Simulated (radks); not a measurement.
The numbers below are computed, except where a source is named.
All-electron atom: the rhodium ion Rh12+ in [Ar] 3d10 4s1 4p3 4f1 (not the ground configuration). Code: a radial shooting solver on a logarithmic mesh with Libxc functionals. Model: Dirac Kohn-Sham, LDA (Slater exchange, Perdew-Wang correlation), spin-unpolarised, spherical densities, point nucleus; open shells fill j = l - 1/2 first.

Unscreened Slater integrals over Kohn-Sham orbitals (hartree). Large and small components are both included. Empty in this configuration: 4f7/2.

\begin{tabular}{lr}
integral & value \\ \hline
F0(4f5/2,4f5/2) & 0.81170 \\
F2(4f5/2,4f5/2) & 0.43000 \\
F4(4f5/2,4f5/2) & 0.28088 \\
F0(4f5/2,4p3/2) & 0.87302 \\
F2(4f5/2,4p3/2) & 0.45411 \\
G2(4f5/2,4p3/2) & 0.40990 \\
G4(4f5/2,4p3/2) & 0.28603 \\
F0(4f5/2,4p1/2) & 0.88000 \\
G2(4f5/2,4p1/2) & 0.41263 \\
F0(4f5/2,4s1/2) & 0.89272 \\
G3(4f5/2,4s1/2) & 0.33857 \\
F0(4f5/2,4f7/2) & 0.81122 \\
F2(4f5/2,4f7/2) & 0.42985 \\
F4(4f5/2,4f7/2) & 0.28080 \\
G2(4f5/2,4f7/2) & 0.42949 \\
G4(4f5/2,4f7/2) & 0.28058 \\
G6(4f5/2,4f7/2) & 0.20543 \\
F0(4p3/2,4p3/2) & 0.95861 \\
F2(4p3/2,4p3/2) & 0.50760 \\
F0(4p3/2,4p1/2) & 0.96788 \\
G2(4p3/2,4p1/2) & 0.51120 \\
F0(4p3/2,4s1/2) & 0.98402 \\
G1(4p3/2,4s1/2) & 0.67158 \\
F0(4p3/2,4f7/2) & 0.87239 \\
F2(4p3/2,4f7/2) & 0.45384 \\
G2(4p3/2,4f7/2) & 0.40982 \\
G4(4p3/2,4f7/2) & 0.28597 \\
F0(4p1/2,4p1/2) & 0.97755 \\
F0(4p1/2,4s1/2) & 0.99430 \\
G1(4p1/2,4s1/2) & 0.68108 \\
F0(4p1/2,4f7/2) & 0.87935 \\
G4(4p1/2,4f7/2) & 0.28682 \\
F0(4s1/2,4s1/2) & 1.0123 \\
F0(4s1/2,4f7/2) & 0.89203 \\
G3(4s1/2,4f7/2) & 0.33835 \\
F0(4f7/2,4f7/2) & 0.81073 \\
F2(4f7/2,4f7/2) & 0.42970 \\
F4(4f7/2,4f7/2) & 0.28073 \\
F6(4f7/2,4f7/2) & 0.20555 \\
\end{tabular}
